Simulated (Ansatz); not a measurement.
Calculated with Ansatz (gas phase, PBE0-D4/def2-TZVP geometries, no zero-point term in ΔE). CCSD(T)/CBS is the MP2 limit (def2-TZVPP, def2-QZVPP) plus CCSD(T) − MP2 in def2-TZVPP, frozen cores. DFT in def2-TZVPP. B3LYP here is the variant with VWN-RPA as its local correlation; programs differ in this. Each species was taken in one conformer, which may not be the lowest.

`CBC[SiH2]O` + `O[SiH2][SiH2]Cl` → `O[SiH2][SiH2][SiH2]Cl` + `CBCO`  (redistribution)

`CBC[SiH2]O`:

Cartesian coordinates in Å:
```
C -1.303 -0.031 1.813
B 0.170 -0.079 1.303
C 0.585 -0.735 -0.033
Si 0.505 0.498 -1.433
O 0.956 -0.324 -2.793
H -1.601 1.002 2.029
H -1.361 -0.543 2.782
H -2.043 -0.479 1.145
H 1.015 0.460 1.970
H -0.090 -1.539 -0.349
H 1.621 -1.090 -0.047
H -0.875 1.040 -1.583
H 1.419 1.650 -1.193
H 1.002 0.171 -3.612
```

`O[SiH2][SiH2]Cl`:

```xyz
9

O    -1.023   -1.717    0.208
Si   -0.385   -0.616   -0.841
Si    0.864    0.948    0.388
Cl   -0.319    1.342    2.051
H    -1.408   -1.367    1.014
H     0.452   -1.375   -1.802
H    -1.440    0.121   -1.593
H     2.161    0.430    0.891
H     1.098    2.235   -0.315
```

`O[SiH2][SiH2][SiH2]Cl`:

Z-matrix (Å, degrees):
```
Si
Si 1 2.349
O 1 1.652 2 113.0
H 1 1.492 2 107.9 3 123.7
H 1 1.483 2 110.1 3 -117.8
Si 2 2.338 1 110.3 3 -179.1
H 2 1.492 1 109.9 3 -60.1
H 2 1.489 1 111.2 3 59.9
H 3 0.958 1 117.8 2 57.6
Cl 6 2.064 2 110.1 1 178.5
H 6 1.485 2 111.3 1 -62.2
H 6 1.485 2 111.3 1 59.3
```

`CBCO`:

Z-matrix (Å, degrees):
```
C
B 1 1.556
H 1 1.097 2 109.8
H 1 1.092 2 115.2 3 122.9
H 1 1.097 2 109.6 3 -114.4
C 2 1.553 1 122.1 3 -123.2
H 2 1.207 1 119.1 3 56.9
O 6 1.414 2 118.7 1 -179.9
H 6 1.104 2 107.4 1 -55.3
H 6 1.104 2 107.4 1 55.6
H 8 0.959 6 107.8 2 0.1
```

```csv
level,ΔE (kJ/mol),difference from CCSD(T)/CBS
r2SCAN-D4,195.1,-8.1
B3LYP-D4,194.0,-9.2
ωB97X-V,193.4,-9.8
B2PLYP,201.6,-1.6
r2SCAN,194.7,-8.5
SCS-MP2/def2-TZVPP,212.3,9.1
HF/def2-QZVPP,209.5,6.3
SCS-MP2/def2-QZVPP,214.2,11.0
HF/CBS(def2),209.7,6.5
MP2/CBS(def2),219.4,16.2
CCSD(T)/CBS,203.2,0
```

Largest T1 diagnostic among the species: 0.012.

From PBE to PBE0 (25 % exact exchange), in def2-TZVPP and without D4, ΔE moves by +9.6 kJ/mol.
